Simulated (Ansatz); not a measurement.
A run for Ansatz (a first-principles code): R-wB97M-V/def2-TZVPPD on SiH4 (SMILES [SiH4]). The basis file is the Basis Set Exchange's JSON of that set.

Ansatz 0.2 input:
```yaml
crystal:
  periodic: [false, false, false]
  atoms:
    - {symbol: Si, position_ang: [0.00000000, 0.00000000, 0.00000000]}
    - {symbol: H, position_ang: [0.85450000, 0.85450000, 0.85450000]}
    - {symbol: H, position_ang: [0.85450000, -0.85450000, -0.85450000]}
    - {symbol: H, position_ang: [-0.85450000, 0.85450000, -0.85450000]}
    - {symbol: H, position_ang: [-0.85450000, -0.85450000, 0.85450000]}
basis:
  gaussian:
    orbitals: def2-TZVPPD.json
hamiltonian:
  xc: {name: wB97M-V}
scf: {lower_state_search: off}
```

The log:

```
WARN ansatz: RAYON_NUM_THREADS=4 ignored (pool sized by the plan → 4); use --threads N
Functional definition: wB97M-V
these checks for a lower state are left out or cut short: stability, starts, cluster_reference, orbital_swaps, neighbouring_geometries, increment
integrals: 0.04 GiB planned
546 factors; their error is unknown
integrals: 0.07 GiB planned
174 factors; integrals over basis functions are off by at most 1.6e-5 eV
mean field: 0.43 GiB planned
mean field evaluation 1: about -7941.4004 eV, gradient 6.2e0 eV
mean field evaluation 2: about -7941.5358 eV, gradient 1.1e0 eV
mean field evaluation 4: about -7941.5431 eV, gradient 1.0e-1 eV
mean field evaluation 8: about -7941.5488 eV, gradient 1.2e-3 eV
mean field -7941.54876934 eV, -291.8465342982 hartree, gradient 5.9e-6 eV, S^2 0.000000; 0 other end points of the search recorded, 0 dependent functions left out
reference -7941.54881212 eV, -291.8465358704 hartree; 9, 9 occupied and 107, 107 virtual orbitals, 546 factors
Total energy: -7941.54881212 eV, -291.8465358704 hartree
Checks for a lower state left out: stability, starts, cluster_reference, orbital_swaps, neighbouring_geometries, increment
```

The run converged.

Cost: roughly 2.2 core-seconds.
